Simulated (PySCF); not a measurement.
An EPR job on `[BH]c1cc(=O)occ1C=C` [radical].

Computed with UKS B3LYP, pcH-1 on B C H O, non-relativistic, mean-field spin-orbit, GIAO (PySCF 2.14.0). Geometry: GFN2-xTB. The command runs a driver script over a list of jobs; the input below is this job's line of settings and its coordinates in Å.

Command:
```bash
OMP_NUM_THREADS=1 python probes_run.py task.json out
```

Input:
```
{"job": {"kind": "epr", "basis": "pcH-1"}, "charge": 0, "multiplicity": 2}
B     -0.377237     2.026439    -1.148416
C      0.368099     1.009162    -0.451864
C      1.753050     1.145146    -0.218235
C      2.530144     0.169793     0.463265
O      3.718455     0.238189     0.690281
O      1.856677    -0.967347     0.908763
C      0.548510    -1.110042     0.695493
C     -0.243015    -0.220062     0.057119
C     -1.670498    -0.403029    -0.162344
C     -2.420113    -1.424579     0.233252
H     -0.910428     2.871816    -1.706527
H      2.284232     2.018985    -0.558000
H      0.178351    -2.042284     1.099046
H     -2.126868     0.414670    -0.712408
H     -2.023637    -2.259815     0.783092
H     -3.473322    -1.458099     0.016075
```

What does the run print?

```
UKS, coarse grid
  cycle   1  E = -445.32635648  |g| = 7.31e-01
  cycle   2  E = -441.36354822  |g| = 2.27e+00
  cycle   3  E = -445.28836068  |g| = 6.30e-01
  cycle   4  E = -445.54012207  |g| = 1.41e-01
  cycle   5  E = -445.54596199  |g| = 1.35e-01
  cycle   6  E = -445.55334234  |g| = 4.74e-02
  cycle   7  E = -445.55434387  |g| = 2.02e-02
  cycle   8  E = -445.55453639  |g| = 1.00e-02
  cycle   9  E = -445.55462450  |g| = 5.35e-03
  cycle  10  E = -445.55464869  |g| = 3.20e-03
  cycle  11  E = -445.55465622  |g| = 8.51e-04
UKS, final grid
  cycle   1  E = -445.55469615  |g| = 1.14e-03
  cycle   2  E = -445.55469519  |g| = 1.96e-03
  cycle   3  E = -445.55469744  |g| = 3.01e-04
  cycle   4  E = -445.55469761  |g| = 2.65e-04
  cycle   5  E = -445.55469784  |g| = 1.72e-04
  cycle   6  E = -445.55469789  |g| = 4.94e-05
  cycle   7  E = -445.55469789  |g| = 3.26e-05
  cycle   8  E = -445.55469789  |g| = 2.35e-05
E = -445.55469789 Eh   <S^2> = 0.7686 (exact 0.7500)
g shifts (ppm)      1          2          3
  rmc          -135       -135       -135
  gc             -5         29         32
  oz_so          -8        524       1776
  total        -149        418       1672
hyperfine (MHz)  atom isotope    a_iso     a_fc   dipolar eigenvalues
    0   11B      42.97      42.97    -34.05    -32.83     66.88
    1   13C     -36.88     -36.88    -10.77      4.17      6.60
    2   13C      37.00      37.00    -37.53    -36.35     73.88
    3   13C     -25.25     -25.25     -3.31      0.14      3.17
    4   17O      -7.79      -7.79    -35.88     17.79     18.10
    5   17O      -1.09      -1.09     -9.91      4.87      5.04
    6   13C      -4.88      -4.88     -5.13      2.25      2.88
    7   13C       3.89       3.89     -1.78     -1.24      3.02
    8   13C      -1.04      -1.04     -0.62     -0.29      0.90
    9   13C       0.18       0.18     -0.28      0.07      0.21
   10    1H     -46.40     -46.40    -16.61      2.24     14.38
   11    1H     -28.70     -28.70    -14.10     -2.47     16.58
   12    1H       1.66       1.66     -1.03      0.44      0.59
   13    1H      -0.11      -0.11     -2.86     -2.01      4.87
   14    1H      -0.24      -0.24     -0.50     -0.43      0.94
   15    1H      -0.23      -0.23     -0.48     -0.46      0.95
```

rmc, gc and oz_so are the mass-correction, gauge-correction and orbital-Zeeman/spin–orbit parts of the g shift along its three principal axes; a_iso is the isotropic hyperfine coupling and a_fc its Fermi-contact part. Atoms in this output count from 0.

Get g_iso from the total shifts.

Their mean is 647 ppm; added to g_e = 2.002319 it gives 2.00297.

How far is ⟨S²⟩ from the pure-spin value?

S = 0.5 gives S(S+1) = 0.75; the run has 0.7686, 0.0186 more.

Summary of the converged run: ⟨S²⟩ 0.769; g_iso 2.0030.

The structure is a single GFN2-xTB conformer in the gas phase; no vibrational or solvent corrections.

Estimate the wall time. Hardware: one thread of an Arm Neoverse V1, no GPU, shared host with 32 logical CPUs at a one-minute load of 14. And the peak memory of the process?

About 1.9 min (density and orbital grids were written too), with 1.1 GiB resident at the peak, the Python interpreter and its libraries included.
Labels such as C1 count atoms from 1, the log's own numbers from 0.
